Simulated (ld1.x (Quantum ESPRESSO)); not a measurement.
# Before and after: TM potential for Sb

Sb, norm-conserving Troullier–Martins (Kleinman–Bylander form), made with ld1.x (Quantum ESPRESSO) 7.5 (LDA (PZ), scalar-relativistic). Core [Kr] 4d10, reference 5s1 5p4. Waves: 5s (bound): rc 1.85 bohr; 5p (bound): rc 1.90 bohr. Local part: all-electron potential smoothed inside 1.65 bohr (lloc = -1). Core correction: Bessel-smoothed model core inside 0.90 bohr.

All-electron outer shells of the reference configuration (LDA (PZ), scalar-relativistic, ld1.x):

| shell | level (eV) | outermost node (bohr) | outermost maximum (bohr) |
| --- | --- | --- | --- |
| 4p | -103.04 | 0.39 | 0.76 |
| 4d | -34.94 | 0.38 | 0.84 |
| 5s | -13.89 | 0.95 | 1.88 |
| 5p | -5.57 | 1.04 | 2.29 |

Change: wave 5s (bound): rc 1.85 bohr becomes 5s (bound): rc 2.16 bohr.

Cutoffs: the cutoffs (Ry, on a coarse ladder) from which the occupation-weighted sum of valence levels, in a spherical-Bessel basis at the reference potential, stays within 10 and 1 mRy of its value at 400 Ry; they do not see the model core or the augmentation charge, which bear on the density cutoff. Errors are all-electron minus pseudo energies relative to the spin-unpolarised reference configuration.

Question: What does the change do?

Answer: The potential gets neither clearly harder nor softer (25 Ry and 50 Ry → 25 Ry and 50 Ry); both files keep a bound ghost (d, s); of the 9 tests that both files solve, the error grows in 5 and shrinks in 0 by more than 15 % and 0.3 meV (median size 6.2 → 8.0 meV). More of the atom is replaced by a form fitted at one configuration, so other configurations suffer.

| quantity | base | changed |
| --- | --- | --- |
| cutoff, loose | 25 Ry | 25 Ry |
| cutoff, tight | 50 Ry | 50 Ry |
| loose cutoff by channel (10 mRy a level) | s 21 Ry, p 8 Ry | s 18 Ry, p 8 Ry |
| bound ghosts | s, d | s, d |
| error for 5s2 5p3, meV [ΔE -8.21 eV] | -6.7 | -8.5 |
| error for 5s2 5p2, meV [ΔE 0.31 eV] | -5.0 | -6.6 |
| error for 5s2 5p1, meV [ΔE 16.56 eV] | -13 | -14 |
| error for 5s2 5p2.5, meV [ΔE -4.85 eV] | -6.2 | -8.0 |
| error for 5s1 5p0, meV [ΔE 86.17 eV] | -381 | -381 |
| error for 5s1 5p3, meV [ΔE 9.13 eV] | -0.6 | -0.6 |
| error for 5s2 5p0, meV [ΔE 41.35 eV] | -96 | -94 |
| error for 5s1 5p4 (spin-polarised), meV [ΔE -1.16 eV] | -4.3 | -6.5 |
| error for 5s2 5p3 (spin-polarised), meV [ΔE -9.30 eV] | -6.1 | -7.9 |

 A true bound ghost makes a file unfit for plane-wave use even where its test errors are small: the radial tests pick states by their node count and pass the ghost by.
